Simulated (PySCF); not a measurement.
## Spinor energies of P³⁺ (phosphorus, charge +3)

Start: [Ne] 3s2. Calculated with PySCF 2.14 in x2c-SVPall-2c: generalised Hartree-Fock with the X2C-1e Hamiltonian and a Gaussian nucleus; one run each with spin-orbit coupling (SO) switched off, then screened by Boettger's factors.

```tsv
spinor shell	electrons	ε, spin-free (eV)	ε, screened SO (eV)	weight of nominal j (screened SO)	rms radius, screened SO (bohr)
1s1/2	2	-2221.6	-2221.6	1.000	0.120
2s1/2	2	-244.37	-244.37	1.000	0.559
2p1/2	2	-185.91	-186.57	1.000	0.536
2p3/2	4	-185.91	-185.59	1.000	0.538
3s1/2	2	-49.876	-49.876	1.000	1.82
```

```tsv
quantity	spin-free	screened SO
E (hartree)	-339.24901	-339.24923
M_J	0	0
⟨J²⟩	0.000	0.000
⟨L²⟩	0.000	0.000
⟨S²⟩	0.000	0.000
```

Without spin-orbit coupling the j labels of p, d and f shells carry no meaning; the spin-free column gives the mean over the occupied spinors of each nl shell.
